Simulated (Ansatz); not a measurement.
Isolated molecules relaxed with PBE0-D4/def2-TZVP in Ansatz; ΔE leaves out vibrations. CBS: MP2 limit from def2 TZ/QZ plus the TZ coupled-cluster correction, frozen cores. Functionals use def2-TZVPP. B3LYP here is the variant with VWN-RPA as its local correlation; programs differ in this. For Ge outer-core shells are correlated without core-valence functions, which leaves a few kJ/mol of doubt a bond. Scalar relativity is left out up to krypton.

Reaction (substitution at a C–C bond): `C=C(C)C#CC` + `[SH][GeH3]` → `CC#C[S][GeH3]` + propene

(1) Is it downhill or uphill in electronic energy at CCSD(T)/CBS, and by how much? (An estimate is asked.)

(2) What do these levels give: PBE-D4, r2SCAN-D4, B3LYP-D4, B2PLYP, PBE, B3LYP, HF/def2-TZVPP, MP2/def2-TZVPP, SCS-MP2/def2-TZVPP, CCSD/def2-TZVPP, MP2/def2-QZVPP, HF/CBS(def2)? (Estimate.)

Largest T1 diagnostic among the species: 0.012.

## Answers

(1) The calculation gave: Uphill: ΔE = +32.0 kJ/mol.

(2) The calculation gave: PBE-D4 28.5, r2SCAN-D4 31.5, B3LYP-D4 30.1, B2PLYP 30.8, PBE 28.8, B3LYP 30.9, HF/def2-TZVPP 35.3, MP2/def2-TZVPP 31.7, SCS-MP2/def2-TZVPP 31.5, CCSD/def2-TZVPP 33.8, MP2/def2-QZVPP 31.3, HF/CBS(def2) 35.8 kJ/mol.
